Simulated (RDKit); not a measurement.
Input for RDKit: MMFF94 on N2 (SMILES N#N).

```python
from rdkit import Chem
from rdkit.Chem import AllChem, rdDetermineBonds

blocks = [
'''2

N     0.07938161   -0.05725127    3.36882438
N    -0.04726989   -0.09717625    2.28723263
''',
]
mol = None
for b in blocks:
    f = Chem.MolFromXYZBlock(b)
    rdDetermineBonds.DetermineBonds(f, charge=0)
    mol = f if mol is None else Chem.CombineMols(mol, f)
Chem.SanitizeMol(mol)
print(Chem.MolToSmiles(Chem.RemoveHs(mol)))
ff = AllChem.MMFFGetMoleculeForceField(mol, AllChem.MMFFGetMoleculeProperties(mol), nonBondedThresh=100.0, ignoreInterfragInteractions=False)
e = ff.CalcEnergy()
print(f'MMFF94 energy {e:.6f} kcal/mol')
```

Output:

```
N#N
MMFF94 energy 56.178719 kcal/mol
```

The run finished.

Cost: around 0.03 core-seconds (rough).
